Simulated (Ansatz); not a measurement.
Reaction (SMILES): N#P (N-P) → N atom + P atom
B3LYP-D3(BJ)/def2-TZVP geometries, fixed; electronic energies without zero-point terms.
Largest species:
```
N
P 1 1.4828
```
Charge 0, spin multiplicity 1.

The atomisation energy at CCSD(T) with Ansatz (a first-principles code), in kcal/mol, split into its Hartree-Fock and correlation parts. Cores are frozen. A restricted Hartree-Fock determinant is unstable towards unrestricted orbitals. Open shells are unrestricted. No added dispersion term, no relativity. Functions are those of the species that has most.

| basis | X | functions | Hartree-Fock | CCSD(T) |
|---|---|---|---|---|
| cc-pV(D+d)Z | 2 | 37 | 32.45 | 118.01 |
| cc-pV(T+d)Z | 3 | 69 | 39.54 | 133.89 |
| cc-pV(Q+d)Z | 4 | 119 | 40.75 | 140.44 |
| cc-pV(5+d)Z | 5 | 191 | 40.99 | 142.84 |

Worked estimate of the basis-set limit from each neighbouring pair, with Hartree-Fock from the larger set and the correlation part extrapolated as X^-3.
Correlation parts: X = 2: 85.56, X = 3: 94.35, X = 4: 99.69, X = 5: 101.85.
- (2,3): (27·(94.35) - 8·(85.56))/19 = 98.05; with Hartree-Fock 39.54 the estimate is 137.59 kcal/mol.
- (3,4): (64·(99.69) - 27·(94.35))/37 = 103.59; with Hartree-Fock 40.75 the estimate is 144.34 kcal/mol.
- (4,5): (125·(101.85) - 64·(99.69))/61 = 104.12; with Hartree-Fock 40.99 the estimate is 145.11 kcal/mol.
The last two estimates differ by 0.77 kcal/mol; the largest set lies 2.27 from the last. Over the last step Hartree-Fock moves by 0.24 and the correlation part by 2.16.
